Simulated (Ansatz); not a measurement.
Cost and result up the ladder for the cluster Mg₉Se₉ (18 atoms). The state is a singlet with charge 0. Geometry: PBE-D4/def2-SVP.

Cartesian coordinates in Å:
```
Mg 3.2634 -0.5231 -1.4151
Mg -0.7854 -1.7883 1.4143
Mg -2.5250 0.4862 -0.7967
Mg 0.6604 2.0414 -1.4253
Mg 1.5782 0.9779 1.1541
Mg -1.2973 1.6903 2.2801
Mg -1.1508 -2.8747 -1.1674
Mg -1.9897 3.4106 -0.2216
Mg 2.0491 -3.1577 -0.2708
Se 0.0036 -4.2358 0.6482
Se 4.2425 -2.7472 -1.2282
Se 0.2671 3.3457 1.0144
Se 3.1647 1.8737 -0.7386
Se -3.0931 -1.8397 -0.0102
Se -1.6531 2.2906 -2.4838
Se -3.5348 1.9728 1.1647
Se 0.5266 -0.7644 -0.9914
Se 0.2736 -0.1582 3.0734
```

Ansatz; hardware A = 2 threads of AMD EPYC 7R13 on a shared host and a share (18 GiB) of an NVIDIA H100 80GB HBM3; B = 2 threads of AMD EPYC 7R13 on a shared host. Times are rough, and most runs start from the orbitals of an earlier one. No level here is sound enough to serve as a yardstick. Binding counts from free atoms at the same level (Mg singlet, Se triplet; other spins of the atoms weren't run), without zero-point energy or a counterpoise term.

Correlated methods freeze 90 core orbitals; core or outer-core shells of Mg, Se are correlated, in sets that lack core-valence functions. The rows differ in basis, and correlated rows in double-zeta sets carry the largest basis error. Single mean-field runs in def2-SVP, def2-TZVP are fitted with def2-universal-jkfit. The structure comes from a short search, and lower isomers may exist.

Correlated methods converge slowly with the basis, most of all in double-zeta sets.

```csv
level,functions,wall time,binding energy per atom (eV)
r2SCAN-D4/def2-SVP [A],450,6.5 s,3.07
BLYP-D4/def2-SVP [A],450,7.5 s,2.78
PBE-D4/def2-SVP (with forces) [A],450,7.5 s,2.98
MP2/def2-SVP [A],450,8 s,2.90
PBE0-D4/def2-SVP [A],450,11 s,2.97
RPA@PBE/def2-SVP [A],450,12 s,2.47
PBE-D4/def2-TZVP [A],720,13 s,2.95
PBE0-D4/def2-TZVP [A],720,15 s,2.95
HF/STO-3G [B],243,27 s,4.14
```
